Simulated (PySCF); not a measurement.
Gas-phase XPS of VOF3, computed

VOF3 (singlet state).
Bonds: V1–O2, V1–F3, V1–F4, V1–F5.

Level of theory: delta-SCF UKS SCAN, pcX-2 on the ionised atom (unc-x2c-TZVPall on a metal), pcseg-1 elsewhere, spin-free X2C (PySCF). These are vertical core ionisation energies against the vacuum level, from separate self-consistent calculations with and without the core hole.

Problem. What binding energy does each computed site have?

Solution. 
| atom(s) | bonded to | level | binding energy (eV) | count |
| --- | --- | --- | --- | --- |
| F3/F4/F5 | V | F 1s | 693.10 | 3 |
| O2 | V | O 1s | 539.77 | 1 |

Problem. Express the binding energy of O 1s of O2 (atom 2) in atomic units and per mole.

Solution. 539.77 eV = 19.8362 Eh = 52080 kJ/mol.

The first atom of each set that the bonding makes equivalent was ionised and stands for the set. Not every level is listed. No level of vanadium is listed. Isolated species at its PBE0-D3(BJ)/def2-SVP geometry, gas phase. Metal 2p energies of this one-determinant scheme are less reliable than its 1s energies.
